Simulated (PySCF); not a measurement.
Molecule: In(I)3, I3In, SMILES [In]([I])([I])[I]. Atoms near the plane z = 0.6 Å, at the B3LYP/def2-SVP optimised geometry (x, y, z in Å): In1 (-0.7, 0.0, 0.0), I2 (2.0, 0.0, 0.0), I3 (-2.0, -2.3, 0.0), I4 (-2.0, 2.3, 0.0).

Level of theory: B3LYP/def2-TZVP, def2 effective core potentials past Kr run with PySCF. The core electrons that the potentials of I, In replace are not part of the density. The values are rescaled to run from 0 to 1.

```
|  .........                    |
| ....::-::..                   |
| ...:-=+++-:                   |
| ..:-*@@@@%=:                  |
| ..:+@@@@@@@=.                 |
|  .-#@@@@@@@@-.                |
|  .=@@@@@@@@@+:.               |
|  .-@@@@@@@@@#-..              |
|  .-@@@@@@@@@%=::..            |
|   :*@@@@@@@@@*=-::.....       |
|   .=@@@@@@@@@@%*=---==-::..   |
|    :+@@@@@@@@@@@#*#@@@@#=:... |
|    .:+%@@@@@@@@@@@@@@@@@@+-:..|
|    .:-*@@@@@@@@@@@@@@@@@@@=:..|
|    .:-*@@@@@@@@@@@@@@@@@@@+-:.|
|    .:-*@@@@@@@@@@@@@@@@@@@*-:.|
|    .:-*@@@@@@@@@@@@@@@@@@@+-:.|
|    .:-*@@@@@@@@@@@@@@@@@@%=:..|
|    .:+%@@@@@@@@@@@@@@@@@@+-:..|
|    :+@@@@@@@@@@@#*#@@@@#=:... |
|   .-@@@@@@@@@@%*=---==-:...   |
|   :*@@@@@@@@@*=-:......       |
|  .-@@@@@@@@@%=::..            |
|  .-@@@@@@@@@#-..              |
|  .-@@@@@@@@@+:                |
|  .-#@@@@@@@@-.                |
| ..:+@@@@@@@+.                 |
| ..:-+@@@@%=:                  |
| ...:-=+++-:.                  |
|  ...::-::..                   |
|  .........                    |
```
Scale: ten equal steps from 0.000 (start of ' ') to 1.00 (end of '@'), in the order ' .:-=+*#%@'; x runs from -4.50 to 4.50, y from -4.50 (bottom) to 4.50 (top).

Question: Which quantity is mapped?
A. deformation density (molecule minus spherical neutral atoms)
B. electrostatic potential
C. electron localisation function
D. Laplacian of the electron density

Answer: B, electrostatic potential. In full: electrostatic potential (hartree/e), clipped to [-0.08, 0.12].
